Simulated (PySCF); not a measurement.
Compound: CH₇B₃ClN.
Bonds: B1–N2, N2–B3, N2–B4, B4–C5, B4–Cl6. Hydrogens: H7, H8 on B1; H9, H10 on B3; H11, H12, H13 on C5.

A GFN2-xTB structure with every atom displaced at random (by about 0.01 Å) was refined with PBE0-D3(BJ)/def2-SVP geometry optimisation, gas phase in PySCF 2.14.0. Values at the start:

```tsv
coordinate	start
B1–N2	1.400 Å
B1–H7	1.180 Å
N2–B4	1.490 Å
B3–H10	1.144 Å
B4–C5	1.550 Å
B4–Cl6	1.716 Å
C5–H11	1.094 Å
B1–N2–B3	120.6°
B1–N2–B4	118.7°
N2–B4–C5	122.6°
N2–B4–Cl6	116.0°
B3–N2–B4	120.7°
C5–B4–Cl6	121.3°
B1–N2–B4–C5	-47°
```

Q: How do these coordinates change at the PBE0-D3(BJ)/def2-SVP level?

A: 
| coordinate | PBE0-D3(BJ)/def2-SVP (Å or °) | change |
| --- | --- | --- |
| B3–H10 | 1.205 | +0.061 |
| B4–Cl6 | 1.770 | +0.054 |
| B1–N2 | 1.441 | +0.041 |
| N2–B4 | 1.463 | -0.027 |
| B1–H7 | 1.205 | +0.025 |
| B4–C5 | 1.566 | +0.016 |
| C5–H11 | 1.097 | +0.003 |
| C5–B4–Cl6 | 117.2 | -4.1 |
| B1–N2–B3 | 117.1 | -3.5 |
| N2–B4–Cl6 | 119.0 | +3.0 |
| B3–N2–B4 | 123.4 | +2.7 |
| N2–B4–C5 | 123.8 | +1.2 |
| B1–N2–B4 | 119.5 | +0.8 |
| B1–N2–B4–C5 | 3 | +50 |

The energy falls by 19.2 kJ/mol over 20 energy and gradient evaluations, the largest force component goes from 0.0288 to 4.1e-04 Eh/bohr, and the atoms move by 0.632 Å rms after alignment. The bond that changes most is B3–H10 (three-coordinate boron to B–H hydrogen), which lengthens by 0.061 Å. Bonds longer at the end by more than 0.005 Å: 10 of 12; shorter: 1. Among the dihedrals that turn most is B3–N2–B4–C5, from 132° to -177°. Rotational constants go from 3826, 2301, 1625 to 3974, 2308, 1474 MHz.

The run used 123 basis functions and 132 SCF cycles in all. On one thread of an Arm Neoverse V1, no GPU, on a shared host, this took 1.8 min wall and 0.53 GiB of memory at its peak.

Stationary, but not proved a minimum.
